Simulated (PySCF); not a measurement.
## Correlation energy of Ce(39+) (cerium, charge +39)

[Ar] 3d1, 2D determinant. All numbers are calculated (PySCF 2.14, the spin-free X2C one-electron Hamiltonian (Gaussian nucleus), in an even-tempered Gaussian basis (18 s from 6.9 bohr⁻², ratio 2.5; 12 p from 9 bohr⁻², ratio 2.5; 7 d from 9 bohr⁻², ratio 2.5; 4 f from 31 bohr⁻², ratio 2.7; 3 g from 47 bohr⁻², ratio 2.7)). Frozen: [Ne]; 9 electrons correlated; the 25 highest virtual orbitals of each spin left out.

MP2 pair energies summed by pair of shells (mhartree):

```json
{"pair": "3p-3p", "energy": "-328.30", "share (%)": "69.9"}
{"pair": "3s-3p", "energy": "-58.02", "share (%)": "12.3"}
{"pair": "3p-3d", "energy": "-57.97", "share (%)": "12.3"}
{"pair": "3s-3s", "energy": "-14.25", "share (%)": "3.0"}
{"pair": "3s-3d", "energy": "-11.46", "share (%)": "2.4"}
```

Total MP2 correlation energy: -469.99 mhartree.

At this charge the one-electron X2C treatment keeps the bare 1/r₁₂, with no two-electron picture change or Breit term. The effect here is smaller than on the frozen 1s shell; and a scalar Hamiltonian misses the large spin-orbit splitting of the p shells, which matters for ns² → np² pairs.
